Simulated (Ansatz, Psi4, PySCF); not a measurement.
boron atom (B), doublet. Base run: CCSD(T)/STO-3G (PySCF).

Here is a job for PySCF.
```python
from pyscf import gto, scf, cc

mol = gto.Mole()
mol.atom = '''
    B     0.000000    0.000000    0.000000
'''
mol.basis = 'sto-3g'
mol.charge = 0
mol.spin = 1
mol.verbose = 4
mol.build()

mf = scf.UHF(mol)
mf.kernel()

mycc = cc.CCSD(mf)
mycc.kernel()
et = mycc.ccsd_t()
print('E(CCSD(T)) = %.10f' % (mycc.e_tot + et))
```

The same geometry, method and basis name were run in Ansatz (an electronic-structure program) and Psi4 and PySCF, at each program's defaults and at the settings that a row names. The base is PySCF at its defaults. Differences at the defaults can come from grids, fitting, cores and function types together.

```tsv
code and settings	ΔE vs base (mEh)	basis functions	E (Eh)	SCF cycles
PySCF, defaults (exact integrals, spherical functions, all electrons correlated)	0.000	5	-24.18926	2
Psi4, defaults (exact integrals, spherical functions, all electrons correlated)	0.000	5	-24.18926	2
Ansatz, defaults (factorised integrals, spherical functions, frozen core)	0.276	5	-24.18899	-
PySCF, frozen core	0.276	5	-24.18899	2
Psi4, exact integrals, spherical functions, frozen core	0.276	5	-24.18899	2
Ansatz, high accuracy, frozen core	0.276	5	-24.18899	-
```

Open shells are given as the SCF converged; they aren't shown to be the lowest states, and a large step between rows can be another state.
